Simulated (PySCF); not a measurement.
Sn(H)(OSiH3)3, SMILES [O]([SnH]([O][SiH3])[O][SiH3])[SiH3] (H10O3Si3Sn), GFN2-xTB optimised geometry.

```
17

Sn    -0.39     0.91     0.07
O     -1.53     0.54    -1.41
Si    -2.25    -0.73    -2.14
O      1.10    -0.26     0.00
Si     1.39    -1.86     0.00
O     -1.37     0.55     1.65
Si    -1.92    -0.72     2.52
H      0.08     2.49     0.03
H     -3.25    -0.04    -2.95
H     -1.26    -1.43    -2.96
H     -2.84    -1.65    -1.17
H      2.84    -1.86     0.00
H      0.82    -2.49     1.20
H      0.82    -2.48    -1.20
H     -2.40    -1.81     1.65
H     -3.00    -0.10     3.28
H     -0.83    -1.21     3.37
```

Density from PySCF with PBE0/def2-SVP, def2 effective core potentials past Kr at that geometry. The core electrons that the potentials of Sn replace are not part of the density.

Minimum of the electron density along straight lines between bonded atoms, close to the bond critical point (lines longer than 1.1 times the sum of covalent radii, or with two minima, are not listed):

```csv
bond,length / Å,ρ at the minimum / e bohr⁻³,∇²ρ there / e bohr⁻⁵,position (fraction from the first atom)
Sn1–O2,1.899,0.123,0.79,0.52
O2–Si3,1.630,0.125,1.05,0.59
Sn1–O4,1.903,0.122,0.77,0.52
O4–Si5,1.630,0.126,1.05,0.59
Sn1–O6,1.899,0.123,0.79,0.52
O6–Si7,1.630,0.125,1.05,0.59
Sn1–H8,1.646,0.124,0.16,0.63
Si3–H9,1.459,0.120,0.33,0.49
Si3–H10,1.465,0.119,0.32,0.49
Si3–H11,1.467,0.118,0.31,0.49
Si5–H12,1.459,0.120,0.32,0.49
Si5–H13,1.467,0.118,0.32,0.49
Si5–H14,1.466,0.118,0.32,0.49
Si7–H15,1.468,0.118,0.31,0.49
Si7–H16,1.459,0.120,0.33,0.49
Si7–H17,1.464,0.119,0.32,0.49
```
